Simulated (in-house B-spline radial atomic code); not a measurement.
Ionisation energies with and without relativity, with size and susceptibility from the Dirac run. Dirac energy differences include first-order Breit, QED and recoil terms. NIST's values go from ground level to ground level; the uncertainty of those that are theory runs from under 0.1 % in few-electron ions to several per cent in heavy many-electron ones. Computed with a B-spline radial code for spherical atoms: non-relativistic Hartree-Fock and Dirac-Hartree-Fock, averages of the configuration (point nuclei without relativity, finite nuclei with it).

```json
{"ion": "Rb3+", "configuration": "[Ar] 3d10 4s2 4p4", "configuration after": "[Ar] 3d10 4s2 4p3", "ionisation non-relativistic (eV)": "52.38", "ionisation Dirac Breit and QED (eV)": "52.51", "tabulated value (eV)": "52.2", "tabulated kind": "semi-empirical", "radius at density 0.001 (bohr)": "3.219", "diamagnetic susceptibility (10⁻⁶ cm³/mol)": "-17.324"}
{"ion": "Sr3+", "configuration": "[Ar] 3d10 4s2 4p5", "configuration after": "[Ar] 3d10 4s2 4p4", "ionisation non-relativistic (eV)": "56.07", "ionisation Dirac Breit and QED (eV)": "56.22", "tabulated value (eV)": "56.28", "tabulated kind": "semi-empirical", "radius at density 0.001 (bohr)": "3.157", "diamagnetic susceptibility (10⁻⁶ cm³/mol)": "-17.683"}
{"ion": "Zr3+", "configuration": "[Kr] 4d1", "configuration after": "[Ar] 3d10 4s2 4p6", "ionisation non-relativistic (eV)": "?", "ionisation Dirac Breit and QED (eV)": "?", "tabulated value (eV)": "?", "tabulated kind": "measured", "radius at density 0.001 (bohr)": "?", "diamagnetic susceptibility (10⁻⁶ cm³/mol)": "?"}
{"ion": "Nb3+", "configuration": "[Kr] 4d2", "configuration after": "[Kr] 4d1", "ionisation non-relativistic (eV)": "36.26", "ionisation Dirac Breit and QED (eV)": "35.80", "tabulated value (eV)": "37.611", "tabulated kind": "measured", "radius at density 0.001 (bohr)": "3.288", "diamagnetic susceptibility (10⁻⁶ cm³/mol)": "-20.015"}
{"ion": "Mo3+", "configuration": "[Kr] 4d3", "configuration after": "[Kr] 4d2", "ionisation non-relativistic (eV)": "?", "ionisation Dirac Breit and QED (eV)": "?", "tabulated value (eV)": "?", "tabulated kind": "semi-empirical", "radius at density 0.001 (bohr)": "?", "diamagnetic susceptibility (10⁻⁶ cm³/mol)": "?"}
{"ion": "Tc3+", "configuration": "[Kr] 4d4", "configuration after": "[Kr] 4d3", "ionisation non-relativistic (eV)": "41.14", "ionisation Dirac Breit and QED (eV)": "40.61", "tabulated value (eV)": "41", "tabulated kind": "tabulated theory", "radius at density 0.001 (bohr)": "3.246", "diamagnetic susceptibility (10⁻⁶ cm³/mol)": "-20.716"}
{"ion": "Ru3+", "configuration": "[Kr] 4d5", "configuration after": "[Kr] 4d4", "ionisation non-relativistic (eV)": "?", "ionisation Dirac Breit and QED (eV)": "?", "tabulated value (eV)": "?", "tabulated kind": "tabulated theory", "radius at density 0.001 (bohr)": "?", "diamagnetic susceptibility (10⁻⁶ cm³/mol)": "?"}
{"ion": "Rh3+", "configuration": "[Kr] 4d6", "configuration after": "[Kr] 4d5", "ionisation non-relativistic (eV)": "45.93", "ionisation Dirac Breit and QED (eV)": "45.34", "tabulated value (eV)": "42", "tabulated kind": "tabulated theory", "radius at density 0.001 (bohr)": "3.149", "diamagnetic susceptibility (10⁻⁶ cm³/mol)": "-20.779"}
{"ion": "Pd3+", "configuration": "[Kr] 4d7", "configuration after": "[Kr] 4d6", "ionisation non-relativistic (eV)": "48.32", "ionisation Dirac Breit and QED (eV)": "47.68", "tabulated value (eV)": "46", "tabulated kind": "tabulated theory", "radius at density 0.001 (bohr)": "3.096", "diamagnetic susceptibility (10⁻⁶ cm³/mol)": "-20.679"}
{"ion": "Ag3+", "configuration": "[Kr] 4d8", "configuration after": "[Kr] 4d7", "ionisation non-relativistic (eV)": "50.70", "ionisation Dirac Breit and QED (eV)": "50.02", "tabulated value (eV)": "49", "tabulated kind": "tabulated theory", "radius at density 0.001 (bohr)": "3.043", "diamagnetic susceptibility (10⁻⁶ cm³/mol)": "-20.525"}
{"ion": "Cd3+", "configuration": "[Kr] 4d9", "configuration after": "[Kr] 4d8", "ionisation non-relativistic (eV)": "53.08", "ionisation Dirac Breit and QED (eV)": "52.36", "tabulated value (eV)": "51", "tabulated kind": "tabulated theory", "radius at density 0.001 (bohr)": "2.99", "diamagnetic susceptibility (10⁻⁶ cm³/mol)": "-20.331"}
{"ion": "In3+", "configuration": "[Kr] 4d10", "configuration after": "[Kr] 4d9", "ionisation non-relativistic (eV)": "55.47", "ionisation Dirac Breit and QED (eV)": "54.70", "tabulated value (eV)": "55.45", "tabulated kind": "measured", "radius at density 0.001 (bohr)": "2.939", "diamagnetic susceptibility (10⁻⁶ cm³/mol)": "-20.109"}
{"ion": "Sn3+", "configuration": "[Kr] 4d10 5s1", "configuration after": "[Kr] 4d10", "ionisation non-relativistic (eV)": "37.84", "ionisation Dirac Breit and QED (eV)": "39.25", "tabulated value (eV)": "40.74", "tabulated kind": "measured", "radius at density 0.001 (bohr)": "3.36", "diamagnetic susceptibility (10⁻⁶ cm³/mol)": "-22.274"}
```

(1) Fill in the row of Zr3+.

(2) Fill in the row of Mo3+.

(3) Fill in the row of Ru3+.

Answers

(1) ionisation non-relativistic (eV): 33.77; ionisation Dirac Breit and QED (eV): 33.34; tabulated value (eV): 34.41836; radius at density 0.001 (bohr): 3.242; diamagnetic susceptibility (10⁻⁶ cm³/mol): -19.218.

(2) ionisation non-relativistic (eV): 38.71; ionisation Dirac Breit and QED (eV): 38.22; tabulated value (eV): 40.33; radius at density 0.001 (bohr): 3.279; diamagnetic susceptibility (10⁻⁶ cm³/mol): -20.477.

(3) ionisation non-relativistic (eV): 43.54; ionisation Dirac Breit and QED (eV): 42.98; tabulated value (eV): 45; radius at density 0.001 (bohr): 3.2; diamagnetic susceptibility (10⁻⁶ cm³/mol): -20.801.
